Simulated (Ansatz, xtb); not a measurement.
# Two isomers of H2SSeSi

Structure a is `S=[SiH][SeH]`, a singlet and structure b is `S[SiH]=[Se]`, a singlet. Both are isolated molecules in the gas phase, relaxed with PBE0-D3(BJ)/def2-SVP; the shapes shown needn't be the lowest conformers.

a (Å):

| atom | x (Å) | y (Å) | z (Å) |
| --- | --- | --- | --- |
| S | -2.5341 | 2.0308 | 1.1648 |
| Se | -1.2737 | -0.9612 | -0.7377 |
| Si | -2.1037 | 0.1344 | 1.0345 |
| H | -2.2571 | -0.8998 | 2.0964 |
| H | -1.2473 | 0.2693 | -1.5448 |

b (Å):

```xyz
5

S    -3.0882   -0.1032    1.4313
Se    0.1345   -0.2743   -0.4946
Si   -1.7562    0.4892   -0.0947
H    -2.2500   -1.0463    1.9198
H    -2.4756    1.5743   -0.8174
```

Quicker runs give these differences E(b) − E(a): GFN2-xTB −53.1 kJ/mol; HF/STO-3G −76.3 kJ/mol (at GFN2-xTB geometries); r2SCAN-D4/def2-SVP −50.9 kJ/mol (at GFN2-xTB geometries).

Estimate E(b) − E(a) at the level CCSD(T)/def2-TZVPP.

Calculated at CCSD(T)/def2-TZVPP: E(b) − E(a) = −15.6 kJ/mol, so structure b lies lower.

Level by level:

```csv
level,geometry,E(b) − E(a) (kJ/mol),departure from the last row (kJ/mol),"job, with rough time for the two"
GFN2-xTB,GFN2-xTB,−53.1,−37.5,"optimisation, 0.36 s"
HF/STO-3G,GFN2-xTB,−76.3,−60.7,"single point, 0.86 s"
r2SCAN-D4/def2-SVP,GFN2-xTB,−50.9,−35.2,"single point, 4.1 s"
PBE0-D3(BJ)/def2-SVP,PBE0-D3(BJ)/def2-SVP,−15.0,+0.7,"optimisation, 54 s"
HF/def2-TZVPP,PBE0-D3(BJ)/def2-SVP,−19.0,−3.4,part of the CCSD(T) run
MP2/def2-TZVPP,PBE0-D3(BJ)/def2-SVP,−16.7,−1.0,part of the CCSD(T) run
CCSD(T)/def2-TZVPP,PBE0-D3(BJ)/def2-SVP,−15.6,,"single point, 88 s"
```

As drawn, b has 1 S–Si, 1 Se=Si, 1 S–H in place of 1 S=Si, 1 Se–Si, 1 Se–H.

None of the levels shown reverses the order. The largest departure from CCSD(T)/def2-TZVPP is that of HF/STO-3G, 60.7 kJ/mol.

With harmonic frequencies from PBE0-D3(BJ)/def2-SVP (ideal gas, rigid rotor, one conformer each, 298.15 K, 1 atm): the zero-point term adds +1.9 kJ/mol; ΔH is −14.0 and ΔG −13.6 kJ/mol.

The correlated steps freeze 19 core orbitals; the filled d shell of Se is correlated, in a basis made for valence electrons. Codes used: Ansatz 0.2.0, xtb 6.7.1; the last row on 2 threads of Intel(R) Xeon(R) Processor @ 2.50GHz (Skylake/Cascade Lake) on a shared host.
